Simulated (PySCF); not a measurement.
Input file for PySCF: D3(BJ) and D4 dispersion corrections on C2H2 (SMILES C#C).

```python
from pyscf import gto
from pyscf.dispersion import dftd3, dftd4

mol = gto.M(
    atom='''
    C     0.02561728    0.01260885    3.34210437
    C     0.04093513    0.02087484    4.53947933
    H     0.01305000    0.00393898    2.27684715
    H     0.05352160    0.02957627    5.60192430
    ''',
    basis='def2-svp',
    charge=0, spin=0, verbose=0, max_memory=1800)
d3, d4 = {}, {}
for xc in ['hf', 'pbe', 'blyp', 'revpbe', 'tpss', 'r2scan', 'b3lyp', 'pbe0', 'bhlyp', 'camb3lyp', 'b2plyp']:
    d3[xc] = float(dftd3.DFTD3Dispersion(mol, xc=xc, version='d3bj', atm=False).get_dispersion()['energy'])
    print(f'D3(BJ) {xc:10s} {d3[xc]:14.8f} Eh')
for xc in ['hf', 'pbe', 'blyp', 'revpbe', 'tpss', 'r2scan', 'b3lyp', 'pbe0', 'bhlyp', 'camb3lyp', 'b2plyp']:
    d4[xc] = float(dftd4.DFTD4Dispersion(mol, xc={'camb3lyp': 'cam-b3lyp'}.get(xc, xc), atm=True).get_dispersion()['energy'])
    print(f'D4     {xc:10s} {d4[xc]:14.8f} Eh')
```

Program output:

```
D3(BJ) hf            -0.01423066 Eh
D3(BJ) pbe           -0.00131373 Eh
D3(BJ) blyp          -0.00280471 Eh
D3(BJ) revpbe        -0.00359856 Eh
D3(BJ) tpss          -0.00161006 Eh
D3(BJ) r2scan        -0.00032422 Eh
D3(BJ) b3lyp         -0.00226912 Eh
D3(BJ) pbe0          -0.00107896 Eh
D3(BJ) bhlyp         -0.00173350 Eh
D3(BJ) camb3lyp      -0.00091182 Eh
D3(BJ) b2plyp        -0.00100211 Eh
D4     hf            -0.00477635 Eh
D4     pbe           -0.00108800 Eh
D4     blyp          -0.00255821 Eh
D4     revpbe        -0.00424080 Eh
D4     tpss          -0.00148127 Eh
D4     r2scan        -0.00024733 Eh
D4     b3lyp         -0.00176254 Eh
D4     pbe0          -0.00088568 Eh
D4     bhlyp         -0.00118645 Eh
D4     camb3lyp      -0.00087124 Eh
D4     b2plyp        -0.00074592 Eh
```

The run finished.

Cost: about 0.04 core-seconds (a rough figure).
